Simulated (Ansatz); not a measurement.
# Energy profile

The step: SiN₂H₆ ([NH2][SiH2][NH2]) + H₂O → SiNH₅O ([NH2][SiH2][OH]) + NH₃; bonds formed: Si1–O7, N2–H6; bonds broken: Si1–N2, H6–O7 (atoms numbered as in the saddle structure below).

```
12
angstrom
Si -0.3275 -0.5034 0.2420
N 1.2143 0.5694 -0.0386
H -1.5488 -1.2057 -0.2972
H 0.2895 -1.4625 1.1998
N -1.2524 0.8289 0.8446
H 1.1535 -0.2223 -1.1732
O 0.5401 -1.1292 -1.4215
H 1.0661 1.5675 -0.0955
H 1.9907 0.3780 0.5808
H -0.8756 1.5677 1.4159
H -2.2478 0.7283 0.9568
H -0.0020 -1.1170 -2.2140
```

Electronic energies by CCSD(T) at an estimated basis limit (MP2 extrapolated from triple and quadruple zeta, plus CCSD(T) − MP2 in triple zeta), on PBE0-D4/def2-TZVP structures; SiN2H8O, singlet; no counterpoise correction. Program: Ansatz 0.2.0. Basis: def2-TZVPP and def2-QZVPP. Cores are frozen in the correlated methods. Extrapolation: Hartree–Fock as exp(−7.88 √X), correlation as X^−2.97.

(1) Give the profile in kJ/mol, counted from the separated reactants. (Judge from chemistry; the value comes from the calculation.)

No T1 diagnostic of these runs exceeds 0.011.

## Answers

(1) The calculation gives:
```
                                                                                                                      point  kJ/mol
separated: SiN2H6 (linked as [NH2][SiH2][NH2]; Si1, N2, H3, H4, N5, H8, H9, H10, H11; singlet) + H2O (H6, O7, H12; singlet)     0.0
                                                                                                            start structure   -18.2
                                                                                                                     saddle    93.3
                                                                                                              end structure   -65.4
 separated: SiNH5O (linked as [NH2][SiH2][OH]; Si1, H3, H4, N5, O7, H10, H11, H12; singlet) + NH3 (N2, H6, H8, H9; singlet)   -44.2
```

The step is the kind of ligand exchange by which a precursor binds to a hydroxyl group, or is hydrolysed, in atomic layer deposition of oxides.

For scale, one of the runs: CCSD(T)/def2-TZVPP, 247 basis functions, launched by `ansatz run in.yaml --threads 4 --pin off --events-out ev --progress --plain --max-ram 9574MiB`. The run took 2.1 min on 4 CPU threads of an Arm Neoverse V1 (shared host), with 5.2 GiB of host memory at its peak.
